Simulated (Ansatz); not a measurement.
Ansatz (a program for electronic structure) input (PBE0/def2-TZVP):

Ansatz 0.2 input:
```yaml
crystal:
  periodic: [false, false, false]
  atoms:
    - {symbol: Pd, position_ang: [-0.00000000, -0.00000000, -0.03278078]}
    - {symbol: H, position_ang: [0.00000000, 0.00000000, 1.50791597]}
basis:
  gaussian:
    orbitals: def2-TZVP
hamiltonian:
  xc: {name: PBE0}
magnetization: {spin_polarized: true, initial_magnetization: 1}
relax: {f_tol: 0.003, max_steps: 100}
```

Output:

```
Functional definition: PBE0
integrals: 0.01 GiB planned
462 factors; integrals over basis functions are off by at most 4.3e-4 eV
mean field: 0.13 GiB planned
mean field evaluation 1: about -3491.6471 eV, gradient 3.4e1 eV
mean field evaluation 2: about -3479.0554 eV, gradient 7.4e1 eV
mean field evaluation 4: about -3495.2549 eV, gradient 2.4e0 eV
mean field evaluation 8: about -3495.2943 eV, gradient 9.9e-2 eV
mean field evaluation 16: about -3495.2947 eV, gradient 2.9e-4 eV
mean field -3495.29466019 eV, -128.4497095661 hartree, gradient 3.0e-5 eV, S^2 0.751216; 2 other end points of the search recorded, 0 dependent functions left out
the calculation of the forces begins
reference -3495.29469716 eV, -128.4497109247 hartree; 10, 9 occupied and 36, 37 virtual orbitals, 462 factors
relax step   1: F+E_penalty+E_count = -3495.29466019 eV  Δ(F+E_penalty+E_count) = +0.000e0 eV  max|allowed force component| = 1.287e-1 eV/Å  Δτ_max = 0.0000 Å  (53 SCF iters, accepted)
these checks for a lower state are left out or cut short: starts, cluster_reference, orbital_swaps, neighbouring_geometries, increment
integrals: 0.01 GiB planned
462 factors; integrals over basis functions are off by at most 4.2e-4 eV
mean field: 0.13 GiB planned
mean field evaluation 32: about -3495.2952 eV, gradient 3.2e-4 eV
mean field -3495.29518995 eV, -128.4497290344 hartree, gradient 9.7e-6 eV, S^2 0.751218; 0 other end points of the search recorded, 0 dependent functions left out
the calculation of the forces begins
reference -3495.29522691 eV, -128.4497303927 hartree; 10, 9 occupied and 36, 37 virtual orbitals, 462 factors
relax step   2: F+E_penalty+E_count = -3495.29518995 eV  Δ(F+E_penalty+E_count) = -5.298e-4 eV  max|allowed force component| = 2.968e-2 eV/Å  Δτ_max = 0.0033 Å  (41 SCF iters, accepted)
these checks for a lower state are left out or cut short: starts, cluster_reference, orbital_swaps, neighbouring_geometries, increment
integrals: 0.01 GiB planned
462 factors; integrals over basis functions are off by at most 4.2e-4 eV
mean field: 0.13 GiB planned
mean field -3495.29521904 eV, -128.4497301036 hartree, gradient 1.3e-5 eV, S^2 0.751218; 0 other end points of the search recorded, 0 dependent functions left out
the calculation of the forces begins
reference -3495.29525600 eV, -128.4497314617 hartree; 10, 9 occupied and 36, 37 virtual orbitals, 462 factors
relax step   3: F+E_penalty+E_count = -3495.29521904 eV  Δ(F+E_penalty+E_count) = -2.909e-5 eV  max|allowed force component| = 1.866e-4 eV/Å  Δτ_max = 0.0010 Å  (33 SCF iters, accepted)
integrals: 0.01 GiB planned
462 factors; integrals over basis functions are off by at most 4.2e-4 eV
mean field: 0.13 GiB planned
mean field evaluation 64: about -3495.2952 eV, gradient 3.1e-5 eV
mean field -3495.29521904 eV, -128.4497301036 hartree, gradient 1.3e-5 eV, S^2 0.751218; 3 other end points of the search recorded, 0 dependent functions left out
the calculation of the forces begins
reference -3495.29525600 eV, -128.4497314617 hartree; 10, 9 occupied and 36, 37 virtual orbitals, 462 factors
Total energy: -3495.29525600 eV, -128.4497314617 hartree
Atom 0 at    -0.000000    -0.000000    -0.028462 Å, force     0.000000     0.000000    -0.000187 eV/Å
Atom 1 at     0.000000     0.000000     1.503598 Å, force    -0.000000    -0.000000     0.000187 eV/Å
Dipole moment:     0.000000     0.000000    -0.437305 e Å
```

The spin state was set by rule; other spins were not relaxed.
